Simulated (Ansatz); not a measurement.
Reactions of C$_{2}$H$_{4}$Cl$_{2}$Si, SMILES `C=C[SiH](Cl)Cl`.

Gas-phase electronic energies from Ansatz, PBE0-D4/def2-TZVP geometries. CCSD(T)/CBS is the MP2 limit (def2-TZVPP, def2-QZVPP) plus CCSD(T) − MP2 in def2-TZVPP, frozen cores. This one scheme is used for every species. Functionals use def2-TZVPP. For Ge outer-core shells are correlated without core-valence functions, which leaves a few kJ/mol of doubt a bond. Scalar relativity is left out up to krypton. Each species was taken in one conformer, which may not be the lowest.

```tsv
reaction	CCSD/CBS(def2) (kcal/mol)	PBE0-D4 (kcal/mol)	B2PLYP (kcal/mol)	PBE-D4 (kcal/mol)
`C=C[SiH](Cl)Cl` + `O[Si](O)(O)S` → `C=CS[Si](O)(O)O` + dichlorosilane	14.0	11.8	13.1	10.6
`C=C[SiH](Cl)Cl` + `O[Si](F)(F)F` → `C=CO[Si](F)(F)F` + dichlorosilane	20.1	18.6	18.8	17.8
`C=C[SiH](Cl)Cl` + `CO[SiH](F)S[SiH2]Cl` → `Cl[SiH2]S[SiH](Cl)Cl` + `C=C[SiH](F)OC`	2.9	2.5	3.3	2.4
`C=C[SiH](Cl)Cl` + `S[SiH2]Cl` → `Cl[SiH2]S[SiH](Cl)Cl` + ethylene	-12.2	-13.3	-11.2	-13.3
`C=C[SiH](Cl)Cl` + `O=CC[SiH](O)Cl` → `O[SiH](Cl)[SiH](Cl)Cl` + `C=CCC=O`	15.4	13.0	15.6	11.6
`C=C[SiH](Cl)Cl` + `O[SiH2][SiH2]Cl` → `Cl[SiH2][SiH](Cl)Cl` + `C=C[SiH2]O`	1.0	1.1	1.1	1.2
`C=C[SiH](Cl)Cl` + `C=C[SiH2]S` → `C=C[SiH2]S[SiH](Cl)Cl` + ethylene	-13.8	-15.2	-12.5	-15.1
`C=C[SiH](Cl)Cl` + H–F → `F[SiH](Cl)Cl` + ethylene	-31.9	-29.5	-33.4	-29.2
`C=C[SiH](Cl)Cl` + `OB(S)Cl` → `O[SiH](Cl)Cl` + `C=CB(S)Cl`	-0.6	0.3	-0.6	0.4
`C=C[SiH](Cl)Cl` + `[OH][GeH3]` → `Cl[SiH](Cl)[O][GeH3]` + ethylene	-30.2	-27.4	-29.7	-26.1
```

Question: Give the CCSD(T)/CBS values in the same order. (An estimate is asked.)

Answer: Ansatz gave: 13.1, 20.3, 2.7, -12.8, 15.3, 1.1, -14.6, -31.0, -0.7, -29.6 kcal/mol.

Largest T1 diagnostic: 0.013, for `C=CCC=O`.
